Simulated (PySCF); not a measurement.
# Pb: ionisation energy

Pb [Xe] 4f14 5d10 6s2 6p2 (3P) → Pb⁺ [Xe] 4f14 5d10 6s2 6p1 (2P), as a difference of total energies. All numbers are calculated (PySCF 2.14, a scalar-relativistic core potential, in aug-cc-pVDZ-PP with ECP60MDF). Correlated levels: valence: 5s2 5p6 5d10 frozen. The calculations carry no spin-orbit coupling.

```json
{"method": "UHF", "ionisation energy (eV)": "6.574"}
{"method": "TPSS", "ionisation energy (eV)": "6.923"}
{"method": "r2SCAN", "ionisation energy (eV)": "7.100"}
{"method": "MP2 (valence)", "ionisation energy (eV)": "6.775"}
{"method": "SCS-MP2 (valence)", "ionisation energy (eV)": "6.719"}
{"method": "CCSD (valence)", "ionisation energy (eV)": "6.808"}
{"method": "CCSD(T) (valence)", "ionisation energy (eV)": "6.815"}
```

Problem. How much does correlation contribute at CCSD(T) (valence)?

Solution. 6.815 − (6.574) = 0.241 eV, measured against UHF.

Spin-orbit coupling is strong in these open shells (close to jj coupling). The scalar numbers leave it out and a first-order estimate fails, so it can dominate the gap to the real levels.

Errors of the correlated levels include the incompleteness of this basis and the frozen core.

For comparison: 7.417 eV (measured; NIST Atomic Spectra Database, ionization energies).
